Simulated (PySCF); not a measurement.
Record of a relaxation.

Species: CF3C(O)Cl, C2ClF3O.
Atom-mapped SMILES: `[O:1]=[C:2]([Cl:3])[C:4]([F:5])([F:6])[F:7]`

Method: PySCF 2.14.0, PBE0-D3(BJ)/def2-SVP geometry optimisation, gas phase; density fitting, grid level 1; the optimiser is geomeTRIC in internal coordinates, started from a GFN2-xTB structure with every atom displaced at random (about 0.01 Å). The frame can shift and turn from step to step; on so coarse a grid that alone can change the energy by a few meV, and forces under 0.02 eV/Å are noise.

Step 0: E = -24764.5211 eV, largest atomic force 2.997 eV/Å
```
atom  x, y, z in Å  |  force x, y, z in eV/Å
O1      1.209    1.366   -0.543    0.041   1.204  -0.596
C2      0.831    0.366   -0.070    0.017  -0.660   0.271
Cl3     1.860   -0.777    0.680    0.655  -0.696   0.477
C4     -0.602   -0.126   -0.038   -2.970  -0.389  -0.077
F5     -1.056   -0.316    1.210    0.751   0.249  -0.203
F6     -0.767   -1.288   -0.676    0.693   0.303   0.007
F7     -1.441    0.745   -0.613    0.814  -0.011   0.121
```

Step 1: E = -24764.5733 eV, largest atomic force 1.818 eV/Å
```
atom  x, y, z in Å  |  force x, y, z in eV/Å
O1      1.282    1.254   -0.458    0.173  -0.274   0.160
C2      0.859    0.246   -0.008   -0.305   0.206  -0.162
Cl3     1.836   -0.992    0.746   -0.135  -0.006  -0.031
C4     -0.675   -0.084   -0.061    1.731   0.555   0.003
F5     -1.108   -0.396    1.145   -0.377  -0.174  -0.081
F6     -0.871   -1.079   -0.909   -0.382  -0.085   0.116
F7     -1.249    1.018   -0.495   -0.706  -0.222  -0.006
```

Step 2: E = -24764.6138 eV, largest atomic force 0.483 eV/Å
```
atom  x, y, z in Å  |  force x, y, z in eV/Å
O1      1.353    1.257   -0.442   -0.159   0.005  -0.008
C2      0.877    0.269   -0.009   -0.217   0.111  -0.107
Cl3     1.810   -1.002    0.742   -0.126  -0.098   0.027
C4     -0.648   -0.059   -0.068   -0.210  -0.116   0.025
F5     -1.109   -0.405    1.119    0.161   0.056   0.452
F6     -0.871   -1.072   -0.887    0.270  -0.200  -0.325
F7     -1.339    0.980   -0.495    0.280   0.242  -0.064
```

Step 3: E = -24764.6313 eV, largest atomic force 0.344 eV/Å
```
atom  x, y, z in Å  |  force x, y, z in eV/Å
O1      1.326    1.269   -0.449    0.161  -0.089   0.080
C2      0.870    0.273   -0.013   -0.328   0.068  -0.082
Cl3     1.766   -1.022    0.742    0.144   0.040  -0.013
C4     -0.642   -0.061   -0.066   -0.046   0.002   0.011
F5     -1.084   -0.399    1.136   -0.018   0.024   0.047
F6     -0.842   -1.078   -0.893    0.015  -0.041  -0.046
F7     -1.321    0.986   -0.498    0.073  -0.003   0.004
```

Step 4: E = -24764.6310 eV, largest atomic force 0.230 eV/Å
```
atom  x, y, z in Å  |  force x, y, z in eV/Å
O1      1.336    1.256   -0.436   -0.148   0.103  -0.050
C2      0.855    0.268   -0.011    0.230  -0.007   0.013
Cl3     1.788   -1.010    0.731   -0.046  -0.129   0.056
C4     -0.653   -0.065   -0.065    0.174   0.088   0.000
F5     -1.097   -0.389    1.142   -0.042  -0.020  -0.158
F6     -0.844   -1.084   -0.896   -0.083   0.055   0.128
F7     -1.311    0.991   -0.506   -0.083  -0.090   0.012
```

Step 5: E = -24764.6354 eV, largest atomic force 0.029 eV/Å
```
atom  x, y, z in Å  |  force x, y, z in eV/Å
O1      1.331    1.264   -0.437   -0.005  -0.004   0.017
C2      0.863    0.270   -0.011   -0.009   0.019  -0.020
Cl3     1.781   -1.018    0.734    0.006  -0.016   0.004
C4     -0.647   -0.062   -0.066    0.001   0.006   0.000
F5     -1.096   -0.389    1.137    0.004   0.004  -0.001
F6     -0.845   -1.083   -0.890    0.002  -0.007   0.011
F7     -1.314    0.987   -0.508    0.002  -0.001  -0.012
```

Step 6: E = -24764.6356 eV, largest atomic force under 0.02 eV/Å
```
atom  x, y, z in Å  |  force x, y, z in eV/Å
O1      1.331    1.266   -0.433    0.001   0.001   0.014
C2      0.863    0.270   -0.010   -0.003   0.011  -0.012
Cl3     1.780   -1.021    0.731    0.004  -0.006  -0.001
C4     -0.647   -0.062   -0.067   -0.003  -0.007  -0.003
F5     -1.097   -0.385    1.137   -0.002   0.011   0.006
F6     -0.843   -1.087   -0.886   -0.001  -0.004   0.005
F7     -1.314    0.985   -0.513    0.004  -0.006  -0.008
```

Q: Summarise the path.

A: The energy falls by 11.05 kJ/mol from step 0 to step 6; nine tenths of that is first reached at step 3. It rises by more than 0.2 meV at step 4. The largest force goes from 2.997 to under 0.02 eV/Å. Among the bonds C2–Cl3 changes most, from 1.711 to 1.749 Å; the atoms move by 0.065 Å rms after alignment.

What follows is the cost of the whole optimisation. Hardware: one thread, Arm Neoverse V1 (aarch64), on a shared host. Cost: 24 s of wall time, 0.42 GiB resident at most.
